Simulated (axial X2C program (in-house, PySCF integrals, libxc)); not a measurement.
## Ω levels of RuCN from open-shell CI on d6 s1 p(π)0

Computed with an axial X2C code built on PySCF integrals: two-component X2C with atomic mean-field Coulomb and Gaunt terms, basis Ru dyall-v3z, C dyall-v3z, N dyall-av3z (cores contracted in-house). Orbitals come from Hartree–Fock averaged over the configuration Ru d6 s1 p(π)0; CI then distributes these electrons over the d, s, p(π) shells of Ru.

Ru–C–N held linear, bonds 2.207 and 1.160 Å (the second held) (near the minimum of the configuration average).

Active spinors (ω > 0):

| shell | ω | ε (eV) | character |
| --- | --- | --- | --- |
| d | 3/2 | -9.29 | 100% Ru d |
| d | 5/2 | -9.00 | 100% Ru d |
| d | 1/2 | -8.91 | 97% Ru d |
| d | 3/2 | -8.73 | 97% Ru d |
| d | 1/2 | -8.03 | 84% Ru d, 7% Ru s |
| s | 1/2 | -3.57 | 55% Ru s, 37% Ru p, 4% C p |
| p(π) | 1/2 | 0.93 | 90% Ru p |
| p(π) | 3/2 | 0.97 | 91% Ru p |

Lowest levels of this model:

```
   Ω  energy (cm⁻¹)     g∥  μ (D)       configuration
 9/2              0  13.99  -4.56          100% d6 s1
 7/2            320  10.06  -4.56          100% d6 s1
 5/2            651   6.11  -4.56          100% d6 s1
 3/2            995   2.15  -4.57          100% d6 s1
 1/2           1355   1.83  -4.58           99% d6 s1
 1/2           1740   5.86  -4.58           99% d6 s1
 7/2           2878  11.93  -4.75           99% d6 s1
 5/2           3034   7.91  -4.75          100% d6 s1
 3/2           3157   4.20  -4.77           99% d6 s1
 1/2           3239   1.17  -4.79           98% d6 s1
 1/2           3560   2.78  -4.75           99% d6 s1
 3/2           3584   7.61  -4.81           98% d6 s1
 5/2           6920   8.66  -6.27  67% d6 s1 + 32% d7
 3/2           7018   4.82  -7.03  52% d7 + 46% d6 s1
 7/2           7393   9.88  -7.30  54% d7 + 45% d6 s1
 5/2           7614   8.00  -6.33  66% d6 s1 + 32% d7
 9/2           8347  12.00  -8.24  87% d7 + 10% d6 s1
 7/2           9205   8.12  -8.13  84% d7 + 13% d6 s1
 9/2          15346  11.97  -4.71   91% d6 s1 + 9% d7
11/2          19875  13.83  -4.61           99% d6 s1
 9/2          20161   9.61  -5.00   90% d6 s1 + 9% d7
13/2          20975  15.99  -4.75          100% d6 s1
11/2          21346  12.20  -4.75           99% d6 s1
11/2          21579  12.02  -7.32  53% d7 + 45% d6 s1
```

g∥ is the magnitude of 2⟨Lz + ge Sz⟩ for the +Ω component. μ is positive if the N end is positive.

Q: From Ω and g∥ of the lowest level, whose 2⟨Lz + ge Sz⟩ is positive, find ⟨Sz⟩ and ⟨Lz⟩ (ge = 2.0023).

A: Ω = ⟨Lz⟩ + ⟨Sz⟩ = 9/2 and ⟨Lz⟩ + ge⟨Sz⟩ = 6.995, so ⟨Sz⟩ = 2.49 and ⟨Lz⟩ = 2.01.

Occupations of the active spinors in the lowest level by ω, shell by shell in order of energy: -5/2: 0.00; -3/2: 0.96 0.04 0.00; -1/2: 0.98 0.02 0.00 0.00; 1/2: 0.06 0.94 1.00 0.00; 3/2: 1.00 1.00 0.00; 5/2: 1.00. The leading determinant has weight 0.89 among 463.

This point took 3.8 s on 1 thread of Intel(R) Xeon(R) Platinum 8488C (Sapphire Rapids), on a shared host.

There is no dynamic correlation: spin–orbit spacings and, for f shells, spacings inside one term are the most reliable numbers, splittings between terms come out too wide, and energies between configurations are not reliable, so the lowest level need not be the ground state of the molecule. For d shells the ligand-field splittings (σ, π, δ) and their order can be off by a thousand cm⁻¹ or more. At most 4 roots were kept for each Ω > 0 (twice that for Ω = 0) within 3.2 eV of the lowest, so higher up levels can be missing between those listed; levels with Ω > 0 are doubly degenerate and listed once, Ω = 0 levels singly. Some active spinors are only partly of the character that their shell is named for, so the shell names and counts are nominal. States that fill the shells left empty in the average are placed too high. The molecule was held linear; bending was not examined.
